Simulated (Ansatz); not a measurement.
Geometry optimisation, RKS PBE0-D4/def2-SVP in Ansatz 0.2.0.

input.yaml

```yaml
crystal:
  periodic: [false, false, false]
  atoms:
    - { symbol: Si, position_ang: [-0.031669, 0.172056, -0.116267] }
    - { symbol: H, position_ang: [-0.213294, 0.022873, 1.33179] }
    - { symbol: H, position_ang: [1.343387, 0.205489, -0.64414] }
    - { symbol: F, position_ang: [-0.809442, 1.49788, -0.611222] }
    - { symbol: Cl, position_ang: [-1.062535, -1.408276, -1.058183] }
    - { symbol: O, position_ang: [0.951678, -2.121349, 1.298515] }
    - { symbol: Al, position_ang: [-0.071652, -3.323034, 0.554915] }
    - { symbol: H, position_ang: [0.641804, -4.196432, -0.549499] }
    - { symbol: H, position_ang: [-1.441772, -3.694063, 1.268366] }
    - { symbol: H, position_ang: [0.601095, -1.529144, 1.995726] }
basis:
  gaussian: { orbitals: def2-SVP }
hamiltonian:
  xc: pbe0
  dispersion: d4
relax:
  f_tol: 0.03
  max_steps: 50
```

Run as:

```bash
$ ansatz run input.yaml --threads 2 --pin off --max-ram 3072MiB --backend cpu --events-out ev --progress --plain --runs-dir out
```

**Question.** Where does it end, and by what steps?

**Answer.** The run converged. After 11 steps the energy has fallen by 0.448 eV; O6 moved furthest, 0.63 Å. Joined: Si1–O6 (2.87 → 1.96 Å).

```tsv
step	energy less start (eV)	largest force component (eV/Å)	accepted
0	0.0000	0.871	yes
1	-0.0609	1.805	yes
2	-0.1054	2.225	yes
3	-0.1799	1.625	yes
4	-0.2854	0.700	yes
5	-0.3652	0.464	yes
6	-0.4152	0.480	yes
7	-0.4314	0.267	yes
8	-0.4430	0.179	yes
9	-0.4454	0.152	yes
10	-0.4479	0.032	yes
11	-0.4482	0.021	yes
```

```xyz
10
Properties=species:S:1:pos:R:3
Si 0.070 -0.038 0.134
H -0.331 0.434 1.484
H 1.449 0.058 -0.390
F -0.665 1.137 -0.742
Cl -1.175 -1.546 -1.015
O 0.566 -1.712 1.017
Al -0.236 -3.212 0.327
H 0.709 -4.093 -0.585
H -1.335 -3.792 1.311
H 0.856 -1.609 1.930
```

Whether the end is a true minimum wasn't checked by a vibrational analysis.

The run took 39 s on 2 threads of Intel(R) Xeon(R) Platinum 8375C CPU @ 2.90GHz (Ice Lake), with other jobs on the host, peak memory 0.26 GiB.
